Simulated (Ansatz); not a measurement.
System: Zn, charge 2, singlet.

Total energies in cc-pwCVTZ-DK, 18 correlated electrons, 5 frozen orbitals. Radicals and triplets start from unrestricted determinants; spin-orbit coupling is neglected. The -DK rows use spin-free X2C, correlate 3s3p of the metal (1s2s2p frozen) and give its partners the cc-pVXZ-DK valence sets.

```csv
method,program,energy (Eh),minus CCSDT(Q) (mEh)
HF,Ansatz,-1793.37066,844.46
MP2,Ansatz,-1794.28909,-73.97
CCSD,Ansatz,-1794.20061,14.51
CCSD(T),Ansatz,-1794.21652,-1.40
CCSDT(Q),Ansatz,-1794.21512,0.00
```

Ansatz is a first-principles code.
